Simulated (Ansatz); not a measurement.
Reactions of CH$_{6}$BFO$_{2}$Si, SMILES `CO[SiH2]B(O)F`.

Calculated with Ansatz (gas phase, PBE0-D4/def2-TZVP geometries, no zero-point term in ΔE). CCSD(T)/CBS adds triple-zeta CCSD(T) − MP2 to the extrapolated MP2 energy (def2 sets, frozen cores). This one scheme is used for every species. Functionals use def2-TZVPP. Triplets are unrestricted, without spin–orbit coupling. For Ge outer-core shells are correlated without core-valence functions, which leaves a few kJ/mol of doubt a bond. Scalar relativity is left out up to krypton. One conformer a species, not always the lowest.

| reaction | B2PLYP (kJ/mol) | CCSD/CBS(def2) (kJ/mol) |
| --- | --- | --- |
| `CO[SiH2]B(O)F` + HCl → `CO[SiH2]Cl` + `OBF` | -136 | -136 |
| `CO[SiH2]B(O)F` + `[NH2][GeH3]` → `OB(F)[NH][GeH3]` + `CO[SiH3]` | -132 | -133 |
| `CO[SiH2]B(O)F` + CH₃OH → `COB(O)F` + `CO[SiH3]` | -150 | -148 |
| `CO[SiH2]B(O)F` + `CNC` → `CN(C)B(O)F` + `CO[SiH3]` | -120 | -121 |
| `CO[SiH2]B(O)F` + `C=N` → `C=NB(O)F` + `CO[SiH3]` | -79 | -75 |
| `CO[SiH2]B(O)F` + `OB(S)Cl` → `COB(S)Cl` + `O[SiH2]B(O)F` | 5 | 5 |
| `CO[SiH2]B(O)F` → `COB(O)F` + `[SiH2]` | 173 | 172 |
| `CO[SiH2]B(O)F` → `[CH2]` (triplet) + `O[SiH2]B(O)F` | 383 | 378 |
| `CO[SiH2]B(O)F` → `COB(F)O[SiH3]` | -150 | -151 |
| `CO[SiH2]B(O)F` + H₂ → `OB(F)[SiH3]` + CH₃OH | 72 | 71 |

Problem. Give the CCSD(T)/CBS values in the same order. (Estimate.)

Solution. Ansatz gave: -133, -130, -144, -119, -73, 5, 178, 389, -147, 74 kJ/mol.

Largest T1 diagnostic: 0.014, for `[SiH2]`.
